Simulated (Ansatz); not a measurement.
Cost and result for the atomization energy of CH4ClFOSSi, SMILES `CO[Si](F)(S)Cl` (10 atoms, 9 bonds).

```xyz
10

C     0.065    0.325   -1.658
O     0.151   -0.739   -0.728
Si    0.200   -0.603    0.875
F     0.486   -2.054    1.428
S    -1.642    0.154    1.571
Cl    1.742    0.575    1.500
H    -0.802    0.959   -1.454
H    -0.040   -0.113   -2.650
H     0.970    0.936   -1.630
H    -1.130    0.560    2.745
```

Charge 0, multiplicity 1. All single points use the PBE0-D4/def2-TZVP geometry. It is one conformer, not always the lowest. Program: Ansatz. All runs use 2 threads of an AMD EPYC 7R13 on a shared host and a share of an NVIDIA H100 80 GB. Times are those of one run each, without the atoms' runs, and a repeat can differ threefold. Electronic energies, without spin–orbit coupling; frozen cores. CCSD(T)/CBS adds CCSD(T) − MP2 in def2-TZVPP to the MP2 limit, and its time is that of the two runs behind it. T1 = 0.011. B3LYP takes the VWN-RPA correlation (the form of Gaussian; ORCA's B3LYP/G).

CCSD(T)/CBS is a level of theory with its own doubt, some kJ/mol a heavy atom from the limit and from the frozen cores, so smaller differences don't rank the functionals.

| level | functions | wall time |
| --- | --- | --- |
| PBE0-D4/def2-TZVPP | 275 | 1.7 s |
| PBE-D4/def2-TZVPP (with forces) | 275 | 1.8 s |
| B2PLYP/def2-TZVPP | 275 | 1.9 s |
| B3LYP-D4/def2-TZVPP (with forces) | 275 | 2.1 s |
| r2SCAN-D4/def2-TZVPP (with forces) | 275 | 2.4 s |
| ωB97X-V/def2-TZVPP | 275 | 2.4 s |
| ωB97M-V/def2-TZVPP (with forces) | 275 | 2.7 s |
| MP2/def2-QZVPP | 501 | 3.2 s |
| CCSD(T)/def2-TZVPP | 275 | 3.7 s |
| CCSD(T)/CBS(def2) | – | 6.9 s |

What atomization energy does each give, and how far from CCSD(T)/CBS? (An estimate is asked.)

Ansatz gave: 
```tsv
level	atomization (kJ/mol)	difference from CCSD(T)/CBS	per bond
PBE0-D4/def2-TZVPP	3792.1	-27.3	-3.0
PBE-D4/def2-TZVPP (with forces)	3866.1	46.7	5.2
B2PLYP/def2-TZVPP	3747.5	-71.9	-8.0
B3LYP-D4/def2-TZVPP (with forces)	3776.9	-42.5	-4.7
r2SCAN-D4/def2-TZVPP (with forces)	3824.9	5.5	0.6
ωB97X-V/def2-TZVPP	3823.2	3.8	0.4
ωB97M-V/def2-TZVPP (with forces)	3827.5	8.1	0.9
MP2/def2-QZVPP	3880.5	61.1	6.8
CCSD(T)/def2-TZVPP	3698.3	-121.1	-13.5
CCSD(T)/CBS(def2)	3819.4	0.0	0.0
```

In def2-TZVPP, CCSD(T) changes the Hartree–Fock value by +935.5 kJ/mol (the triples alone add +63.9 kJ/mol) and MP2 by +1045.0 kJ/mol; breaking electron pairs costs correlation energy, which Hartree–Fock lacks. From PBE to PBE0 (25 % exact exchange), in def2-TZVPP and without D4, the atomization energy moves by −69.7 kJ/mol: exact exchange takes away binding that semilocal exchange gives to molecules. The D4 term adds +47.9 kJ/mol with B3LYP and +25.2 kJ/mol with PBE0; it sums over pairs of atoms, weighted by their polarisabilities, and B3LYP, whose exchange is more repulsive, gets the larger term.
